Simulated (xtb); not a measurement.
xtb input file for C₂H₇FSi₃, SMILES [SiH2](F)C#C[SiH2][SiH3], GFN2-xTB. 

```
$ xtb mol.xyz --gfn 2 --sp --chrg 0 --uhf 0 --json
$ cat mol.xyz
13

F      3.00647396     1.35606025     0.96402363
Si     2.92475158    -0.13195666     0.34778830
C      1.15211845    -0.47444003    -0.02995391
C     -0.00809092    -0.71545454    -0.28279166
Si    -1.80032586    -1.01499600    -0.64763814
Si    -3.05322028     0.84589241    -0.09150494
H      3.42406389    -1.00219122     1.40285966
H      3.72921585    -0.08079026    -0.86480651
H     -1.84580918    -1.37220264    -2.07440061
H     -2.14817896    -2.22747279     0.11048142
H     -2.95983833     1.17334580     1.33298053
H     -2.64486141     2.03489165    -0.84291106
H     -4.47389914     0.62408799    -0.38497571
```

Program output:

```
[banner left out]
          |                Calculation Setup                |
           -------------------------------------------------



           -------------------------------------------------
          |                 G F N 2 - x T B                 |
           -------------------------------------------------

        Reference                      10.1021/acs.jctc.8b01176
      * Hamiltonian:
        H0-scaling (s, p, d)           1.850000    2.230000    2.230000
        zeta-weighting                 0.500000
      * Dispersion:
        s8                             2.700000
        a1                             0.520000
        a2                             5.000000
        s9                             5.000000
      * Repulsion:
        kExp                           1.500000    1.000000
        rExp                           1.000000
      * Coulomb:
        alpha                          2.000000
        third order                    shell-resolved
        anisotropic                    true
        a3                             3.000000
        a5                             4.000000
        cn-shift                       1.200000
        cn-exp                         4.000000
        max-rad                        5.000000


          ...................................................
          :                      SETUP                      :
          :.................................................:
          :  # basis functions                  49          :
          :  # atomic orbitals                  46          :
          :  # shells                           22          :
          :  # electrons                        34          :
          :  max. iterations                   250          :
          :  Hamiltonian                  GFN2-xTB          :
          :  restarted?                      false          :
          :  GBSA solvation                  false          :
          :  PC potential                    false          :
          :  electronic temp.          300.0000000     K    :
          :  accuracy                    1.0000000          :
          :  -> integral cutoff          0.2500000E+02      :
          :  -> integral neglect         0.1000000E-07      :
          :  -> SCF convergence          0.1000000E-05 Eh   :
          :  -> wf. convergence          0.1000000E-03 e    :
          :  Broyden damping             0.4000000          :
          :  net charge                          0          :
          :  unpaired electrons                  0          :
          ...................................................

 iter      E             dE          RMSdq      gap      omega  full diag
   1    -17.8624024 -0.178624E+02  0.731E+00    4.02       0.0  T
   2    -17.9688779 -0.106475E+00  0.392E+00    3.93       1.0  T
   3    -17.9722295 -0.335165E-02  0.201E+00    3.61       1.0  T
   4    -17.9748036 -0.257413E-02  0.102E+00    3.53       1.0  T
   5    -17.9689144  0.588925E-02  0.854E-01    3.64       1.0  T
   6    -17.9753767 -0.646234E-02  0.349E-01    3.62       1.0  T
   7    -17.9763665 -0.989738E-03  0.890E-02    3.61       1.0  T
   8    -17.9763722 -0.576201E-05  0.582E-02    3.61       1.0  T
   9    -17.9763733 -0.102559E-05  0.239E-02    3.62       1.2  T
  10    -17.9763753 -0.199208E-05  0.115E-02    3.62       2.4  T
  11    -17.9763753 -0.698045E-07  0.510E-03    3.61       5.4  T
  12    -17.9763754 -0.840051E-07  0.150E-03    3.61      18.5  T
  13    -17.9763754 -0.723370E-08  0.573E-04    3.62      48.4  T
  14    -17.9763754 -0.290033E-09  0.263E-04    3.62     105.3  T

   *** convergence criteria satisfied after 14 iterations ***

         #    Occupation            Energy/Eh            Energy/eV
      -------------------------------------------------------------
         1        2.0000           -0.8365366             -22.7633
       ...           ...                  ...                  ...
        11        2.0000           -0.4326145             -11.7720
        12        2.0000           -0.4303930             -11.7116
        13        2.0000           -0.4273717             -11.6294
        14        2.0000           -0.4250998             -11.5676
        15        2.0000           -0.4115407             -11.1986
        16        2.0000           -0.4103286             -11.1656
        17        2.0000           -0.3708333             -10.0909 (HOMO)
        18                         -0.2379844              -6.4759 (LUMO)
        19                         -0.2360366              -6.4229
        20                         -0.2062832              -5.6133
        21                         -0.1989098              -5.4126
        22                         -0.1788811              -4.8676
       ...                                ...                  ...
        46                          1.2690815              34.5335
      -------------------------------------------------------------
                  HL-Gap            0.1328489 Eh            3.6150 eV
             Fermi-level           -0.3044089 Eh           -8.2834 eV

 SCC (total)                   0 d,  0 h,  0 min,  0.016 sec
 SCC setup                      ...        0 min,  0.000 sec (  0.648%)
 Dispersion                     ...        0 min,  0.000 sec (  0.565%)
 classical contributions        ...        0 min,  0.000 sec (  0.136%)
 integral evaluation            ...        0 min,  0.002 sec ( 14.311%)
 iterations                     ...        0 min,  0.009 sec ( 56.943%)
 molecular gradient             ...        0 min,  0.004 sec ( 26.427%)
 printout                       ...        0 min,  0.000 sec (  0.871%)

         :::::::::::::::::::::::::::::::::::::::::::::::::::::
         ::                     SUMMARY                     ::
         :::::::::::::::::::::::::::::::::::::::::::::::::::::
         :: total energy             -17.755884176988 Eh    ::
         :: gradient norm              0.000187185536 Eh/a0 ::
         :: HOMO-LUMO gap              3.615002180861 eV    ::
         ::.................................................::
         :: SCC energy               -17.976369597758 Eh    ::
         :: -> isotropic ES            0.044631275858 Eh    ::
         :: -> anisotropic ES         -0.000642772702 Eh    ::
         :: -> anisotropic XC          0.012013047539 Eh    ::
         :: -> dispersion             -0.009288117169 Eh    ::
         :: repulsion energy           0.220485420771 Eh    ::
         :: add. restraining           0.000000000000 Eh    ::
         :: total charge              -0.000000000000 e     ::
         :::::::::::::::::::::::::::::::::::::::::::::::::::::

           -------------------------------------------------
          |                Property Printout                |
           -------------------------------------------------

    * Orbital Energies and Occupations

         #    Occupation            Energy/Eh            Energy/eV
      -------------------------------------------------------------
         1        2.0000           -0.8365366             -22.7633
       ...           ...                  ...                  ...
         5        2.0000           -0.5958415             -16.2137
         6        2.0000           -0.5014360             -13.6448
         7        2.0000           -0.5008330             -13.6284
         8        2.0000           -0.4988574             -13.5746
         9        2.0000           -0.4609442             -12.5429
        10        2.0000           -0.4403466             -11.9824
        11        2.0000           -0.4326145             -11.7720
        12        2.0000           -0.4303930             -11.7116
        13        2.0000           -0.4273717             -11.6294
        14        2.0000           -0.4250998             -11.5676
        15        2.0000           -0.4115407             -11.1986
        16        2.0000           -0.4103286             -11.1656
        17        2.0000           -0.3708333             -10.0909 (HOMO)
        18                         -0.2379844              -6.4759 (LUMO)
        19                         -0.2360366              -6.4229
        20                         -0.2062832              -5.6133
        21                         -0.1989098              -5.4126
        22                         -0.1788811              -4.8676
        23                         -0.1725329              -4.6949
        24                         -0.1589465              -4.3252
        25                         -0.1439127              -3.9161
        26                         -0.1423129              -3.8725
        27                         -0.1204460              -3.2775
        28                         -0.1004116              -2.7323
       ...                                ...                  ...
        46                          1.2690815              34.5335
      -------------------------------------------------------------
                  HL-Gap            0.1328489 Eh            3.6150 eV
             Fermi-level           -0.3044089 Eh           -8.2834 eV

     #   Z          covCN         q      C6AA      α(0)
     1   9 F        0.705    -0.287    12.181     4.121
     2  14 Si       3.428     0.539   103.500    19.907
     3   6 C        1.863    -0.123    34.582     9.499
     4   6 C        1.863    -0.130    34.783     9.526
     5  14 Si       3.657     0.382   100.413    19.209
     6  14 Si       3.696     0.370   100.463    19.197
     7   1 H        0.920    -0.083     4.991     3.494
     8   1 H        0.920    -0.083     4.992     3.494
     9   1 H        0.916    -0.111     5.950     3.815
    10   1 H        0.916    -0.111     5.953     3.816
    11   1 H        0.918    -0.119     6.274     3.918
    12   1 H        0.918    -0.119     6.276     3.918
    13   1 H        0.917    -0.128     6.652     4.034

 Mol. C6AA /au·bohr⁶  :       3828.001979
 Mol. C8AA /au·bohr⁸  :     151564.279857
 Mol. α(0) /au        :        107.948179


Wiberg/Mayer (AO) data.
largest (>0.10) Wiberg bond orders for each atom

 ---------------------------------------------------------------------------
     #   Z sym  total        # sym  WBO       # sym  WBO       # sym  WBO
 ---------------------------------------------------------------------------
     1   9 F    1.169 --     2 Si   1.075
     2  14 Si   3.871 --     1 F    1.075     3 C    0.939     7 H    0.886
                             8 H    0.886
     3   6 C    3.951 --     4 C    2.834     2 Si   0.939
     4   6 C    3.933 --     3 C    2.834     5 Si   0.933
     5  14 Si   3.702 --     4 C    0.933    10 H    0.885     9 H    0.885
                             6 Si   0.836
     6  14 Si   3.649 --    12 H    0.901    11 H    0.900    13 H    0.900
                             5 Si   0.836
     7   1 H    0.992 --     2 Si   0.886
     8   1 H    0.992 --     2 Si   0.886
     9   1 H    0.986 --     5 Si   0.885
    10   1 H    0.986 --     5 Si   0.885
    11   1 H    0.986 --     6 Si   0.900
    12   1 H    0.986 --     6 Si   0.901
    13   1 H    0.982 --     6 Si   0.900
 ---------------------------------------------------------------------------

Topologies differ in total number of bonds
Writing topology from bond orders to xtbtopo.mol

molecular dipole:
                 x           y           z       tot (Debye)
 q only:       -0.288      -0.676      -0.314
   full:       -0.317      -0.592      -0.286       1.855
molecular quadrupole (traceless):
                xx          xy          yy          xz          yz          zz
 q only:        1.389      -3.520      -1.861      -1.461      -1.783       0.472
  q+dip:        5.586      -2.981      -5.280      -0.623      -2.905      -0.306
   full:        3.757      -3.595      -3.948      -1.176      -2.636       0.191
Note: The following floating-point exceptions are signalling: IEEE_UNDERFLOW_FLAG IEEE_DENORMAL
normal termination of xtb


           -------------------------------------------------
          | TOTAL ENERGY              -17.755884176988 Eh   |
          | GRADIENT NORM               0.000187185536 Eh/α |
          | HOMO-LUMO GAP               3.615002180861 eV   |
           -------------------------------------------------

------------------------------------------------------------------------
------------------------------------------------------------------------
 total:
 SCF:
```

The calculation finished and met its thresholds.
